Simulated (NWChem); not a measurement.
# GeH₃O₃ cation

```xyz
7

O     -1.6799     0.2200     0.0000
Ge    -0.0026     0.0096     0.0000
O      0.6055    -1.5799     0.0000
O      0.8442     1.4783     0.0000
H     -2.2377    -0.5765     0.0000
H      1.5618    -1.7502     0.0000
H      1.8149     1.4859     0.0000
```
Atoms are numbered in this order, from 1.

Computed with NWChem. Pople sets run with spherical d functions. The geometry was optimised at PBE0/def2-SVP. GIAO values for the isolated, static molecule; σ is the absolute isotropic shielding, δ = σ(reference) − σ with the isolated reference molecule computed at the same levels (1H: tetramethylsilane, 17O: water).

For level Hartree-Fock/6-31G*:

```yaml
"δ O1 (ppm)": 38.3
"σ Ge2 (ppm)": 1655.2
"δ O3 (ppm)": 54.6
"δ O4 (ppm)": 47.7
"δ H5 (ppm)": 5.43
"δ H6 (ppm)": 5.49
"δ H7 (ppm)": 5.33
```

Problem. What are these values for level KT2/pcSseg-1?

Solution. δ O1 (ppm): 96.7
σ Ge2 (ppm): 1284.7
δ O3 (ppm): 135.2
δ O4 (ppm): 118.3
δ H5 (ppm): 5.88
δ H6 (ppm): 6.31
δ H7 (ppm): 5.98
